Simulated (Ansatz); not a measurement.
`BN[SiH2][SiH3]` + `[NH2][GeH3]` → `[SiH3][SiH2][NH][GeH3]` + `BN` at 600 K and 1 bar (ligand exchange at the Si–N bond).

Program: Ansatz. Geometries: PBE0-D4/def2-TZVP. ΔE: electronic, gas phase. CCSD(T)/CBS is the MP2 limit (def2-TZVPP, def2-QZVPP) plus CCSD(T) − MP2 in def2-TZVPP, frozen cores. This one scheme is used for every species. For Ge outer-core shells are correlated without core-valence functions, which leaves a few kJ/mol of doubt a bond. Scalar relativity is left out up to krypton. Each species was taken in one conformer, which may not be the lowest.

| species | CCSD(T)/CBS energy (Eh) | H − E (kJ/mol) | S (J/(mol·K)) |
| --- | --- | --- | --- |
| `BN[SiH2][SiH3]` | -662.50812 | 279.8 | 460.1 |
| `[NH2][GeH3]` | -2133.81884 | 167.5 | 333.3 |
| `[SiH3][SiH2][NH][GeH3]` | -2714.39913 | 292.6 | 524.3 |
| `BN` | -81.93499 | 155.9 | 270.2 |

H − E and S are ideal-gas, rigid-rotor, harmonic terms from PBE0-D4/def2-TZVP, for one conformer and one mirror image of each species. 1 Eh = 2625.50 kJ/mol, R = 8.31446 J/(mol·K).

Q: By hand: ΔE, ΔH, ΔS and ΔG.

A: ΔE = (-2714.39913) + (-81.93499) − (-662.50812) − (-2133.81884) = -0.00716 Eh = -18.8 kJ/mol. Δ(H − E) = 292.6 + 155.9 − 279.8 − 167.5 = 1.2, so ΔH = -17.6 kJ/mol. ΔS = 524.3 + 270.2 − 460.1 − 333.3 = 1.1 J/(mol·K). ΔG = -17.6 − 600 × (1.1)/1000 = -18.3 kJ/mol.

Q: By hand: the equilibrium constant, and the temperature at which ΔG would vanish if ΔH and ΔS stayed fixed.

A: log₁₀ K = −ΔG/(RT ln 10) = 1.6. ΔH and −TΔS have one sign here, so there is no such temperature.

The number of gas molecules stays the same, so ΔS is small and ΔH decides. A doubt of 5 kJ/mol in ΔE shifts log₁₀ K by 0.4 here. Other conformers and mirror images would add mixing entropy, several J/(mol·K) or more a flexible species. Modes under 60 cm⁻¹, often nearly free rotors, make the harmonic entropy too high. These are equilibria of isolated gas molecules and say nothing of rates. Largest T1 diagnostic: 0.013 (customary marks: 0.02 for closed shells, 0.045 for open ones).

ΔS is within the doubt of such terms, so its sign, and with it that verdict, could turn.
